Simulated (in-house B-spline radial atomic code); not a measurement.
A fraction x of an electron is removed from 3d in Ni II (Ni+), starting from [Ar] 3d9 and keeping the highest spin. Computed with an all-electron radial atomic-structure program (B-spline basis): scalar-relativistic (X2C) PBEsol, spin-polarised, spherical fractional occupations, Fermi nucleus of rms radius 3.7757 fm.

```
   x  E(x) - E(0) (eV)  3d down level (eV)
   0            0.0000             -12.462
0.08            1.0386             -13.507
0.22            3.0609             -15.396
0.29            4.1725             -16.368
0.38            5.7029             -17.646
 0.5            7.9248             -19.394
0.58            9.5239             -20.588
0.66           11.2194             -21.804
0.87           16.1413             -25.096
0.89           16.6464             -25.416
   1           19.5402             -27.204
```

The exact functional would give a straight line between the two integer points. Deviations E(x) - E(0) - x[E(1) - E(0)], in eV: -0.525 at x = 0.08, -1.238 at x = 0.22, -1.494 at x = 0.29, -1.722 at x = 0.38, -1.845 at x = 0.5, -1.809 at x = 0.58, -1.677 at x = 0.66, -0.859 at x = 0.87, -0.744 at x = 0.89.

The curve lies below the straight line by up to 1.845 eV (at x = 0.5): convex, the delocalisation error that favours fractional charges.

**Question.** How well does Slater's transition state (minus the level at half occupation) give the ionisation energy?

**Answer.** It gives 19.394 eV against 19.540 eV from the two total energies; NIST lists 18.17 eV, ground level to ground level.
